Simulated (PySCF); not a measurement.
Compound: C₅H₉NSi.
Structure used (GFN2-xTB), in Å, numbered top down from 1:
```xyz
16
C5H9NSi angstrom
C     -2.276    1.294   -0.192
C     -1.537    0.204   -0.383
C     -2.127   -1.080   -0.284
N     -2.587   -2.127   -0.210
C     -0.060    0.211   -0.666
C      0.717   -0.327    0.539
Si     2.597   -0.362    0.243
H     -3.327    1.235    0.037
H     -1.845    2.279   -0.262
H      0.258    1.231   -0.890
H      0.145   -0.413   -1.540
H      0.359   -1.333    0.769
H      0.485    0.290    1.410
H      3.050    0.998   -0.059
H      3.256   -0.857    1.450
H      2.884   -1.235   -0.896
```

Level of theory: TDDFT B3LYP/def2-SVPD, vertical, gas phase, core orbitals frozen in the response in PySCF.

Kohn–Sham orbitals with the atoms that hold most of them (Löwdin shares over 4%, at most four atoms; ? is withheld):

```json
{"orbital": "HOMO-3", "ε (eV)": "-9.57", "atoms": "Si7 29%, H16 25%, C6 10%, H15 9%"}
{"orbital": "HOMO-2", "ε (eV)": "-9.49", "atoms": "N4 22%, Si7 19%, H14 18%, C3 17%"}
{"orbital": "HOMO-1", "ε (eV)": "-8.81", "atoms": "C6 30%, Si7 20%, C5 10%, C2 7%"}
{"orbital": "HOMO", "ε (eV)": "?", "atoms": "?"}
{"orbital": "LUMO", "ε (eV)": "-1.69", "atoms": "?"}
{"orbital": "LUMO+1", "ε (eV)": "-0.02", "atoms": "Si7 27%, C6 10%, C5 9%, H14 7%"}
{"orbital": "LUMO+2", "ε (eV)": "0.44", "atoms": "N4 24%, C3 20%, C1 18%, H9 10%"}
```

Task: Give the leading atoms of the HOMO.

Result: C1 (bonded to C and 2 H) 31%; C2 (bonded to 3 C) 25%; N4 (bonded to C) 15%; C3 (bonded to C and N) 10%. By element: carbon 65% or more, nitrogen 15%.

Task: Give the leading atoms of the LUMO.

Result: C1 (bonded to C and 2 H) 32%; C2 (bonded to 3 C) 24%; N4 (bonded to C) 15%; C3 (bonded to C and N) 12%. By element: carbon 68% or more, nitrogen 15%.

Task: What is the HOMO energy, and the HOMO–LUMO gap?

Result: ε(HOMO) = -7.87 eV; the gap is 6.18 eV (0.2272 hartree).

Task: The HOMO–LUMO gap is 6.18 eV. Where does the response calculation put the lowest singlet, and from which orbitals?

Result: S1 is at 6.05 eV (f = 0.157), 0.13 eV below the gap, made of HOMO→LUMO (45%), HOMO-1→LUMO (45%). 

Next come S2 at 6.26 eV (f 0.180), HOMO→LUMO (46%), HOMO-1→LUMO (33%); S3 at 6.56 eV (f 0.021), HOMO-2→LUMO (44%), HOMO-4→LUMO (22%), HOMO-1→LUMO (20%); S4 at 7.00 eV (f 0.0021), HOMO→LUMO+2 (46%), HOMO→LUMO+1 (35%); S5 at 7.08 eV (f 0.017), HOMO→LUMO+1 (58%), HOMO→LUMO+2 (38%).

Löwdin shares depend on the basis, the more so with diffuse functions.

The run took 80 s wall (with the writing of density and orbital grids) on Arm Neoverse N1, one thread, shared host with 64 logical CPUs at a one-minute load of 61, and the process peaked at 0.87 GiB of memory.

One conformer stands for the species.
